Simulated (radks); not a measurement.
The numbers below are computed, except where a source is named.
All-electron atom: Ce+ in [Xe] 4f1 5d1 6s1 (not the ground configuration). Code: a radial shooting solver on a logarithmic mesh with Libxc functionals. Model: scalar-relativistic Kohn-Sham, r2SCAN, spin-unpolarised, spherical densities, finite nucleus; meta-GGA in the generalised Kohn-Sham scheme; Fermi nuclear charge, rms radius 4.8771 fm.

Unscreened Slater integrals over Kohn-Sham orbitals (cm^-1).

| integral | value |
|---|---|
| F0(6s,6s) | 48571 |
| F0(6s,5d) | 55759 |
| G2(6s,5d) | 16283 |
| F0(6s,4f) | 62491 |
| G3(6s,4f) | 2815.7 |
| F0(6s,5p) | 59989 |
| G1(6s,5p) | 4478.1 |
| F0(5d,5d) | 73378 |
| F2(5d,5d) | 37421 |
| F4(5d,5d) | 24476 |
| F0(5d,4f) | 93629 |
| F2(5d,4f) | 25997 |
| F4(5d,4f) | 13379 |
| G1(5d,4f) | 15134 |
| G3(5d,4f) | 11417 |
| G5(5d,4f) | 8510.1 |
| F0(5d,5p) | 86737 |
| F2(5d,5p) | 40560 |
| G1(5d,5p) | 46456 |
| G3(5d,5p) | 28611 |
| F0(4f,4f) | 187060 |
| F2(4f,4f) | 86443 |
| F4(4f,4f) | 53758 |
| F6(4f,4f) | 38541 |
| F0(4f,5p) | 131040 |
| F2(4f,5p) | 49418 |
| G2(4f,5p) | 29390 |
| G4(4f,5p) | 22045 |
| F0(5p,5p) | 112520 |
| F2(5p,5p) | 60787 |

Derived for the open shells (J is the average intra-shell exchange parameter used in DFT+U). 4f: F4/F2 = 0.622, F6/F2 = 0.446, J = (286 F2 + 195 F4 + 250 F6)/6435 = 6968 cm^-1. 5d: Racah B = F2/49 - 5 F4/441 = 486.2 cm^-1, C = 35 F4/441 = 1943 cm^-1, C/B = 4.00, F4/F2 = 0.654, J = (F2 + F4)/14 = 4421 cm^-1.
